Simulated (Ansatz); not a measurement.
C$_{8}$H$_{15}$NO$_{2}$Zr, SMILES `C[O][Zr]1234([OH])([N](C)C)[C@H]5[C@@H]1[C@@H]2[C@@H]3[C@H]54`, one more setting.

```yaml
crystal:
  periodic: [false, false, false]
  atoms:
    - {symbol: C, position_ang: [-0.027907, -1.559806, -2.946215]}
    - {symbol: O, position_ang: [-0.499056, -0.969842, -1.786835]}
    - {symbol: Zr, position_ang: [-0.527063, -0.484880, 0.086878]}
    - {symbol: O, position_ang: [-2.071609, -1.279590, 0.984256]}
    - {symbol: N, position_ang: [-0.967243, 1.513728, 0.042359]}
    - {symbol: C, position_ang: [-1.504649, 2.190492, 1.192262]}
    - {symbol: C, position_ang: [-0.481977, 2.425021, -0.957863]}
    - {symbol: C, position_ang: [0.949094, -0.677421, 2.141175]}
    - {symbol: C, position_ang: [1.616862, 0.185898, 1.247274]}
    - {symbol: C, position_ang: [2.007552, -0.572297, 0.124276]}
    - {symbol: C, position_ang: [1.601089, -1.910084, 0.335398]}
    - {symbol: C, position_ang: [0.949008, -1.974552, 1.578536]}
    - {symbol: H, position_ang: [1.021726, -1.867749, -2.842909]}
    - {symbol: H, position_ang: [-0.618267, -2.447604, -3.202430]}
    - {symbol: H, position_ang: [-0.091790, -0.859511, -3.787640]}
    - {symbol: H, position_ang: [-2.394298, -1.955042, 1.573845]}
    - {symbol: H, position_ang: [-2.344795, 2.845131, 0.915705]}
    - {symbol: H, position_ang: [-1.884738, 1.472014, 1.924598]}
    - {symbol: H, position_ang: [-0.753787, 2.822359, 1.696223]}
    - {symbol: H, position_ang: [-1.282002, 3.090458, -1.316110]}
    - {symbol: H, position_ang: [0.328137, 3.070782, -0.578691]}
    - {symbol: H, position_ang: [-0.098367, 1.880514, -1.824822]}
    - {symbol: H, position_ang: [0.515298, -0.397233, 3.090478]}
    - {symbol: H, position_ang: [1.780667, 1.243897, 1.388604]}
    - {symbol: H, position_ang: [2.524109, -0.196562, -0.747487]}
    - {symbol: H, position_ang: [1.746638, -2.732088, -0.350552]}
    - {symbol: H, position_ang: [0.507389, -2.856064, 2.019689]}
basis:
  gaussian: {orbitals: x2c-TZVPPall}
total_charge: 1
magnetization: {spin_polarized: true, initial_magnetization: 1}
hamiltonian: {xc: {name: rPW86-PBE}, dispersion: rvv10}
output: {forces: true}
```

```sh
$ ansatz run in.yaml --threads 11 --pin off --events-out ev --progress --plain --max-ram 110592MiB --backend cuda --devices 0, --max-vram 75GiB
```

Shortened log:

```
Functional definition: rPW86-PBE+rVV10
3321 factors; their error is unknown
mean field evaluation 1: about -112047.6599 eV, gradient 1.1e2 eV
mean field evaluation 2: about -111715.9771 eV, gradient 2.8e2 eV
mean field evaluation 4: about -112085.9870 eV, gradient 6.1e1 eV
mean field evaluation 8: about -112102.3029 eV, gradient 3.5e0 eV
mean field evaluation 16: about -112102.3171 eV, gradient 6.5e-1 eV
mean field evaluation 32: about -112102.3182 eV, gradient 4.7e-5 eV
mean field -112102.31818425 eV, -4119.6842075907 hartree, gradient 1.1e-5 eV, S^2 0.754737; 6 other end points of the search recorded, 0 dependent functions left out
reference -112102.31837110 eV, -4119.6842144574 hartree; 63, 62 occupied and 567, 568 virtual orbitals, 3321 factors
Total energy: -112102.31837110 eV, -4119.6842144574 hartree
Relativity: scalar
Atom 0 at    -0.027907    -1.559806    -2.946215 Å, force     0.298593    -0.567641    -1.029229 eV/Å
Atom 1 at    -0.499056    -0.969842    -1.786835 Å, force    -0.347487     0.447384     0.923188 eV/Å
Atom 2 at    -0.527063    -0.484880     0.086878 Å, force    -0.034338    -2.889422    -0.190468 eV/Å
Atom 3 at    -2.071609    -1.279590     0.984256 Å, force     0.361332     0.472659    -0.464874 eV/Å
Atom 4 at    -0.967243     1.513728     0.042359 Å, force     0.470220     2.418612     0.429416 eV/Å
Atom 5 at    -1.504649     2.190492     1.192262 Å, force    -0.691732    -0.046971     0.640619 eV/Å
Atom 6 at    -0.481977     2.425021    -0.957863 Å, force     0.127574     0.099836    -0.890824 eV/Å
Atom 7 at     0.949094    -0.677421     2.141175 Å, force    -0.381240    -0.323299     0.669713 eV/Å
Atom 8 at     1.616862     0.185898     1.247274 Å, force     0.056876     0.709268    -0.101978 eV/Å
Atom 9 at     2.007552    -0.572297     0.124276 Å, force     0.325965    -0.014567    -0.637850 eV/Å
Atom 10 at     1.601089    -1.910084     0.335398 Å, force     0.380825     0.090759    -0.849116 eV/Å
Atom 11 at     0.949008    -1.974552     1.578536 Å, force    -0.519720     0.029545     0.896509 eV/Å
Atom 12 at     1.021726    -1.867749    -2.842909 Å, force     0.083666     0.039912     0.042037 eV/Å
Atom 13 at    -0.618267    -2.447604    -3.202430 Å, force    -0.070083    -0.012469     0.013385 eV/Å
Atom 14 at    -0.091790    -0.859511    -3.787640 Å, force    -0.015895     0.082938    -0.033088 eV/Å
Atom 15 at    -2.394298    -1.955042     1.573845 Å, force    -0.367479    -0.433840     0.415907 eV/Å
Atom 16 at    -2.344795     2.845131     0.915705 Å, force     0.033101     0.082828    -0.101187 eV/Å
Atom 17 at    -1.884738     1.472014     1.924598 Å, force     0.003528    -0.076887     0.042941 eV/Å
Atom 18 at    -0.753787     2.822359     1.696223 Å, force     0.073550     0.005992    -0.193135 eV/Å
Atom 19 at    -1.282002     3.090458    -1.316110 Å, force    -0.068657     0.055118     0.102885 eV/Å
Atom 20 at     0.328137     3.070782    -0.578691 Å, force    -0.103188    -0.021191     0.176436 eV/Å
Atom 21 at    -0.098367     1.880514    -1.824822 Å, force     0.035239    -0.062946    -0.035687 eV/Å
Atom 22 at     0.515298    -0.397233     3.090478 Å, force    -0.003270    -0.003874     0.145728 eV/Å
Atom 23 at     1.780667     1.243897     1.388604 Å, force     0.181908     0.120869     0.096662 eV/Å
Atom 24 at     2.524109    -0.196562    -0.747487 Å, force     0.117194     0.015526    -0.081807 eV/Å
Atom 25 at     1.746638    -2.732088    -0.350552 Å, force     0.063248    -0.109763    -0.069112 eV/Å
Atom 26 at     0.507389    -2.856064     2.019689 Å, force    -0.009728    -0.108376     0.082930 eV/Å
Dipole moment:     0.057425     0.576668     0.096444 e Å
```

It took 9.5 s on 11 threads of an AMD EPYC 7R13 on a shared host and a whole NVIDIA H100 80 GB, with 1.8 GiB of host memory at the peak.
